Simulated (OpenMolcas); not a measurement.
# How methods differ on SiCNCl2F (SMILES N#C[Si](F)(Cl)Cl)

SiCNCl2F: 6 atoms, total charge 0, spin state singlet. As SMILES, `N#C[Si](F)(Cl)Cl`. Geometry: relaxed at PBE0-D4/def2-TZVP.

| atom | x (Å) | y (Å) | z (Å) |
| --- | --- | --- | --- |
| N | 1.7526 | -1.3610 | 1.1142 |
| C | 0.9231 | -0.7633 | 0.5859 |
| Si | -0.3819 | 0.2103 | -0.2494 |
| F | -1.4715 | -0.8019 | -0.7588 |
| Cl | 0.4229 | 1.1771 | -1.8125 |
| Cl | -1.2031 | 1.4747 | 1.0743 |

Each level gives the dipole moment (D). The values are calculated.

```csv
level,kind,program,value (D),CPU time
HF/cc-pVDZ,Hartree–Fock,OpenMolcas,2.09,19 s
BLYP/cc-pVDZ,GGA,OpenMolcas,2.04,58 s
PBE/cc-pVDZ,GGA,OpenMolcas,2.02,62 s
revPBE/cc-pVDZ,GGA,OpenMolcas,2.01,62 s
M06-L/cc-pVDZ,meta-GGA,OpenMolcas,2.05,83 s
TPSS/cc-pVDZ,meta-GGA,OpenMolcas,2.03,83 s
BHLYP/cc-pVDZ,global hybrid,OpenMolcas,2.07,61 s
M06-2X/cc-pVDZ,hybrid meta-GGA,OpenMolcas,2.01,64 s
```

The values span 2.01 to 2.09 D. Magnitudes only. CPU times are rough (shared hosts, several kinds of processor and program).
